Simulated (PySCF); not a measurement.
Isomers of [C9H16P]+ (charge +1). Method: PBE0-D3(BJ)/def2-SVP geometry optimisation, gas phase in PySCF 2.14.0. One conformer each; no zero-point energy, no entropy. No frequencies were run at this level. Point groups hold within 0.08 Å.

Task: Order them by energy at this level, lowest first, and give relative energies in kcal/mol.
A. `[CH:1]#[C:2][CH2:3][P@@+:4]([CH3:5])([CH2:6][CH3:7])[CH2:8][CH:9]=[CH2:10]` (charge +1) with C2–C3–P4–C5 60°, C3–P4–C6–C7 179°, C3–P4–C8–C9 -64°, P4–C8–C9–C10 99°
B. `[CH3:1][CH2:2][C:3]1=[CH:4][PH2+:5][CH:6]=[C:7]1[CH:8]([CH3:9])[CH3:10]` (charge +1) with C1–C2–C3–C4 4°, C6–C7–C8–C9 -97°
C. `[CH3:1][C:2]1=[CH:3][P@+:4]([CH3:5])([CH:6]2[CH2:7][CH2:8]2)[CH2:9][CH2:10]1` (charge +1) with C3–P4–C6–C7 167°
D. `[CH:1]#[C:2][CH2:3][P@H+:4]([CH2:5][CH2:6][CH3:7])[CH:8]1[CH2:9][CH2:10]1` (charge +1) with C2–C3–P4–C5 -59°, C3–P4–C5–C6 179°, P4–C5–C6–C7 -63°, C3–P4–C8–C9 -146°

Result: C (0.0), B (24.6), A (44.0), D (58.5).

```
                 SMILES      E (Eh)  E rel (kcal/mol)  dipole about centre of mass (D)  point group       A, B, C (MHz)
CC1=C[P@+](C)(C2CC2)CC1  -692.81952               0.0                             0.97           C1  2204, 694.5, 674.1
  CCC1=C[PH2+]C=C1C(C)C  -692.78039              24.6                             4.20           C1  1233, 977.5, 606.5
  C#CC[P@@+](C)(CC)CC=C  -692.74947              44.0                             2.29           C1  1339, 931.1, 668.7
   C#CC[P@H+](CCC)C1CC1  -692.72624              58.5                             1.10           C1  1239, 857.4, 567.9
```

Task: How do the relative energies change in single points at PBE0/pcSseg-1 (no added dispersion term) on the same geometries?

Result: 
| SMILES | PBE0-D3(BJ)/def2-SVP (kcal/mol) | PBE0/pcSseg-1 (kcal/mol) | shift |
| --- | --- | --- | --- |
| CC1=C[P@+](C)(C2CC2)CC1 | 0.0 | 0.0 | 0.0 |
| CCC1=C[PH2+]C=C1C(C)C | 24.6 | 23.5 | -1.1 |
| C#CC[P@@+](C)(CC)CC=C | 44.0 | 42.0 | -2.0 |
| C#CC[P@H+](CCC)C1CC1 | 58.5 | 56.6 | -1.9 |

Each column counts from its own lowest isomer. The order is unchanged; the largest shift is 2.0 kcal/mol.
